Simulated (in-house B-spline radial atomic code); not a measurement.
A run on an ion of nuclear charge 69 with 69.7 electrons that did not converge. Method: scalar-relativistic (X2C) RPBE, spin-polarised, spherical fractional occupations, Fermi nucleus of rms radius 5.2256 fm; computed with an all-electron radial atomic-structure program (B-spline basis).

Command:
```bash
python run_scf.py task.json out
```
Settings (nuclear radius in fm, mass in u):
```
Z                69
configuration    [Xe] 4f13.7 6s2
hamiltonian      x2c
method           rpbe,pbe
spin_polarised   True
nucleus          fermi
rms_radius       5.2256
atomic_mass      168.93422
speed_of_light   137.035999084
```

First and last ten iterations of the last attempt (damped for 15 steps, keeping 80 % of the old Fock matrix, then DIIS):
```
 iter        energy (Eh)    residual
    1      -13566.025878    5.14e-01
    2      -13450.617624    1.01e+00
    3      -13559.994466    4.77e-01
    4      -13566.017728    1.83e-01
    5      -13567.507317    5.95e-02
    6      -13567.718126    3.84e-02
    7      -13567.770200    2.83e-02
    8      -13567.801092    2.08e-02
    9      -13567.821335    1.44e-02
   10      -13470.003591    8.71e-01
  111      -13468.380565    8.78e-01
  112      -13468.403993    8.79e-01
  113      -13468.359632    8.79e-01
  114      -13468.474406    8.78e-01
  115      -13468.537103    8.78e-01
  116      -13468.395093    8.79e-01
  117      -13468.439469    8.79e-01
  118      -13468.462365    8.79e-01
  119      -13567.071143    1.09e-01
  120      -13567.045397    1.11e-01
 not converged after 120 iterations
```

The smallest residual met was 1.4e-02; the threshold is about 7e-07. No energy from this run should be used. The likely cause: this method binds the added charge weakly or not at all at the basis-set limit, so charge moves back and forth between the atom and the box. Cost of the run: 2.1 s on 1 thread of Intel(R) Xeon(R) 6975P-C (shared host).
